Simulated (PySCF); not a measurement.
Static response to an electric field

Species: C2H10Ge2Si2.
SMILES with atom numbers: `[CH:1]#[C:2][SiH2:3][SiH:4]([GeH3:5])[GeH3:6]` (hydrogens: H7 on C1; H8, H9 on Si3; H10 on Si4; H11, H12, H13 on Ge5; H14, H15, H16 on Ge6)

Geometry (GFN2-xTB, Å), atoms numbered from 1 in this order:
```xyz
16
C2H10Ge2Si2 angstrom
C      2.695   -0.901   -1.182
C      2.163   -0.997   -0.108
Si     1.248   -1.080    1.498
Si    -0.746    0.082    1.126
Ge    -0.350    2.327    0.555
Ge    -2.029   -0.914   -0.573
H      3.179   -0.828   -2.114
H      1.063   -2.503    1.817
H      2.113   -0.475    2.521
H     -1.588    0.096    2.338
H      0.433    3.094    1.582
H     -1.550    3.200    0.322
H      0.458    2.518   -0.694
H     -2.388   -2.350   -0.313
H     -3.356   -0.285   -0.892
H     -1.352   -0.974   -1.911
```

Level: CAM-B3LYP/def2-SVPD (PySCF), static field, nuclei fixed, core orbitals frozen in the response. The polarisability tensor in these axes (au):

```
x   148.40  -1.13   1.90
y    -1.13 147.28   2.35
z     1.90   2.35 138.05
```

Task: What are the eigenvalues, a third of the trace, and Δα (Δα² = ½Σ(αi − αj)² over the three pairs)?

Result: Principal values 137.09, 147.52 and 149.12 au; mean 144.58 au = 21.42 Å³ = 23.84 × 10⁻⁴⁰ C²·m²/J; Δα = 11.32 au (8 % of the mean).

Task: What is the dipole moment, and where does it point?

Result: (0.25, -0.22, 0.27) D, 0.43 D in size, pointing from the negative to the positive side. Measured along this direction, the outermost atoms are H15 and H12 at the negative end and H9 and H8 at the positive end.

Task: Find the Langevin capture rate constant for NO+ (29.998 u) meeting this molecule (237.874 u), k = 2.342 × 10⁻⁹ cm³/s × √(α in Å³ / reduced mass in u).

Result: The reduced mass is 26.64 u, so k = 2.10 × 10⁻⁹ cm³/s. The formula leaves out the permanent dipole, which adds to the capture rate.

Task: Estimate the molar refractivity from the static electronic polarisability.

Result: Lorentz–Lorenz: R = (4π/3)N_A α = 2.5225 cm³/(mol·Å³) × 21.42 Å³ = 54.0 cm³/mol, in the limit of long wavelengths.

Task: Give the eigenvalues of the traceless quadrupole moment Θ = ½Σq(3rr − r²1), origin at the centre of nuclear charge.

Result: -5.95, -2.85, 8.81 D·Å. The values depend on the origin, since the dipole doesn't vanish. The electronic extent ⟨r²⟩ about the same centre is 2393 bohr², a root-mean-square distance of 2.42 Å for the 114 electrons.

Task: What would n − 1 = 2πNα be for an ideal gas of these molecules at 500 K and 1 atm, electronic part alone?

Result: N = p/kT = 1.4678 × 10¹⁹ cm⁻³, so n − 1 = 2π × N × 21.42 × 10⁻²⁴ cm³ = 1976 × 10⁻⁶ at long wavelengths.

Isolated species at its GFN2-xTB geometry (one conformer only). The calculation is non-relativistic, for germanium too.
